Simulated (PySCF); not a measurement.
## [WS2]-, doublet: structure and spectrum

All numbers come from UPBE0 in PySCF with W def2-SVPD with ECP60, S def2-SVPD; scalar-relativistic core potentials, no spin–orbit coupling; density-fitted integrals.

The structure is a minimum.

```xyz
3
charge -1 multiplicity 2, angstrom
W    -0.2584    0.0000    0.0000
S     0.7317    0.0000    1.9206
S     0.7317    0.0000   -1.9206
```

| Item | Value |
| --- | --- |
| Point group | C2v |
| Bond lengths | W–S 2.161 Å (×2) |
| Bond angles | S–W–S 125.5° |
| Dipole moment about the centre of mass | 2.21 D |
| Principal polarisabilities | 102.2, 119.4, 152.4 bohr³ |
| Enthalpy at 298.15 K above 0 K | 12.95 kJ/mol |
| Entropy at 298.15 K and 1 bar (electronic part: spin only) | 307.2 J/(mol K) |
| Lowest empty level (α) | 1.35 eV |
| Spin squared ⟨S²⟩ | 0.761 |
| Principal quadrupole moments (Buckingham, traceless) about the centre of mass | -12.98, 5.38, 7.61 D Å |
| Heat capacity Cp at 298.15 K | 51.8 J/(mol K) |
| Rotational constants | 0.3624, 0.07147, 0.0597 cm⁻¹ |
| Rotational symmetry number | 2 |
| Zero-point energy | 6.7 kJ/mol |
| Highest occupied level (β) | -0.97 eV |

Harmonic modes (masses in u: W 183.951, S 31.972):
```json
{"symmetry": "a1", "ω (cm⁻¹)": "113", "IR (km/mol)": "0.7", "μ (u)": "37.40"}
{"symmetry": "b2", "ω (cm⁻¹)": "496", "IR (km/mol)": "155", "μ (u)": "38.90"}
{"symmetry": "a1", "ω (cm⁻¹)": "510", "IR (km/mol)": "20.6", "μ (u)": "34.31"}
```

In C2v the vibrations span 2a1 + b2. Here b1 is antisymmetric to the molecular plane and b2 lies in it.

Charges (e); Mulliken and Löwdin values are unreliable with diffuse functions:
```json
{"atom": "W1", "Mulliken": "0.36", "Löwdin": "-0.32", "polar tensor": "0.52", "spin (Mulliken)": "1.02", "Mayer order to W1": "–"}
{"atom": "S2,3", "Mulliken": "-0.68", "Löwdin": "-0.34", "polar tensor": "-0.76", "spin (Mulliken)": "-0.01", "Mayer order to W1": "1.75"}
```

Mulliken populations on W1 (electrons outside its core potential): s 3.25, p 6.28, d 4.06, f 0.05.

Outer orbital energies (eV). α occupied: -5.20, -4.56, -4.05, -3.87, -3.18, -2.70, -1.53, -1.22; empty: 1.35, 2.39, 2.64, 3.64. β occupied: -13.69, -5.14, -4.39, -3.80, -3.54, -3.21, -2.66, -0.97; empty: 1.67, 2.13, 2.68, 2.99.

Formally W is in oxidation state +3, d3, with 1 unpaired electron (the high-spin count would be 3). The Mulliken spin on W is 1.02. The polar-tensor charge on W, 0.52, is far below the formal one.

Other isomers or separated fragments may lie lower. Open d and f shells are described by one determinant, and the ground state may have another occupation or spin. The lowest empty level of this anion is unbound, so it and the gap depend on the basis. At this level a quartet minimum of C2v symmetry lies 66 kJ/mol below this structure. Spin–orbit coupling, left out here, can matter for elements this heavy.

The final relaxation and frequency run took roughly 3 core-minutes on a shared host.
